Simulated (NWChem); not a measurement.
Species: Si2NH6 cation

```xyz
9

Si    -0.1396     1.5923     0.0003
N      0.6115     0.1228    -0.0008
Si    -0.1138    -1.5613    -0.0013
H     -1.6137     1.6109     0.0003
H      0.6842     2.8162     0.0014
H      1.6361     0.1414    -0.0012
H      0.3623    -2.2121    -1.2452
H     -1.5752    -1.3011     0.0098
H      0.3805    -2.2194     1.2316
```
Atoms are numbered in this order, from 1.

All runs: NWChem. Coordinates come from a PBE0/def2-SVP optimisation. Level: B3LYP/def2-SVP with SMD (1 M gas to 1 M solution), gas-phase geometry. Reactions with the solvent are ignored.

| solvent | dielectric constant | solvation free energy (kcal/mol) | cavity-dispersion-structure term (kcal/mol) |
|---|---|---|---|
| water | 78.4 | ? | ? |
| anisole | 4.22 | -44.3 | 0.2 |
| 1-propanol | 20.5 | -55.8 | -0.1 |
| cyclohexane | 2.02 | -29.4 | -0.1 |
| diethyl ether | 4.24 | -45.2 | -0.6 |
| tetrahydrofuran | 7.43 | -50.4 | 0.2 |

Problem. What belongs in the gaps?

Solution. 
- water, solvation free energy (kcal/mol): -54.6
- water, cavity-dispersion-structure term (kcal/mol): 3.2
